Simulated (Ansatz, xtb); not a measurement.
## FH5Si3: which of two structures lies lower

Structure I is a singlet given by its coordinates and structure II is `F[SiH]1[SiH2][SiH2]1`, a singlet. Both are isolated molecules in the gas phase, relaxed with PBE0-D3(BJ)/def2-SVP.

I (Å):

```yaml
atoms:
  - { symbol: F, position_ang: [1.4072, 1.8565, -1.4425] }
  - { symbol: Si, position_ang: [1.8524, 1.1122, -0.0611] }
  - { symbol: Si, position_ang: [0.1114, -0.3420, 0.4285] }
  - { symbol: Si, position_ang: [-1.3056, -0.6109, -1.1602] }
  - { symbol: H, position_ang: [2.0479, 2.1552, 0.9871] }
  - { symbol: H, position_ang: [3.1506, 0.4152, -0.2967] }
  - { symbol: H, position_ang: [0.2578, -1.3681, 1.4987] }
  - { symbol: H, position_ang: [-1.4079, 0.3923, -2.2518] }
  - { symbol: H, position_ang: [-2.4562, -1.5518, -1.0874] }
```

Close contacts (Å): F1–Si2 1.63, Si2–Si3 2.32, Si3–Si4 2.15, Si2–H5 1.49, Si2–H6 1.49, Si3–H7 1.49, Si4–H8 1.49, Si4–H9 1.49.

II (Å):

```csv
atom,x (Å),y (Å),z (Å)
F,2.2157,2.2147,-0.6642
Si,0.9854,1.3679,-0.0132
Si,0.8666,-0.9432,0.1185
Si,-0.6748,0.2772,-1.2077
H,0.4883,2.0656,1.2065
H,1.7668,-1.7471,-0.7584
H,0.5438,-1.6209,1.4078
H,-2.1154,0.4842,-0.8798
H,-0.4356,-0.0039,-2.6532
```

Quicker runs give these differences E(II) − E(I): GFN2-xTB +0.664 eV; HF/STO-3G −0.811 eV (at GFN2-xTB geometries); r2SCAN-D4/def2-SVP −0.437 eV (at GFN2-xTB geometries).

Problem. Estimate E(II) − E(I) at the level CCSD(T)/def2-SVP + ΔMP2/def2-TZVPP.

Solution. Calculated at CCSD(T)/def2-SVP + ΔMP2/def2-TZVPP: E(II) − E(I) = −0.243 eV, so structure II lies lower.

The same difference at several levels:

```
                             level              geometry  E(II) − E(I) (eV)  departure from the last row (eV)  job, with rough time for the two
                          GFN2-xTB              GFN2-xTB              +0.664                            +0.907              optimisation, 0.72 s
                         HF/STO-3G              GFN2-xTB              −0.811                            −0.568               single point, 1.1 s
                r2SCAN-D4/def2-SVP              GFN2-xTB              −0.437                            −0.194                 single point, 6 s
              PBE0-D3(BJ)/def2-SVP  PBE0-D3(BJ)/def2-SVP              −0.425                            −0.182               optimisation, 3 min
                       HF/def2-SVP  PBE0-D3(BJ)/def2-SVP              −0.251                            −0.008           part of the CCSD(T) run
                      MP2/def2-SVP  PBE0-D3(BJ)/def2-SVP              −0.236                            +0.007           part of the CCSD(T) run
                  CCSD(T)/def2-SVP  PBE0-D3(BJ)/def2-SVP              −0.164                            +0.080                      single point
CCSD(T)/def2-SVP + ΔMP2/def2-TZVPP  PBE0-D3(BJ)/def2-SVP              −0.243                                                  single point, 79 s
```

GFN2-xTB puts the two in the other order. The largest departure from CCSD(T)/def2-SVP + ΔMP2/def2-TZVPP is that of GFN2-xTB, 0.907 eV. The last row adds to CCSD(T) the change of the MP2 difference between the two basis sets, here −0.080 eV.

With harmonic frequencies from PBE0-D3(BJ)/def2-SVP (ideal gas, rigid rotor, one conformer each, 298.15 K, 1 atm): on the last row, ΔE + ΔZPE = −0.250 eV. A mode under 50 cm⁻¹ makes harmonic enthalpies and free energies unreliable, so none is given.

The correlated steps freeze 16 core orbitals. Codes used: Ansatz 0.2.0, xtb 6.7.1; the last row on 1 thread of Intel(R) Xeon(R) Processor @ 2.50GHz (Skylake/Cascade Lake) on a shared host.
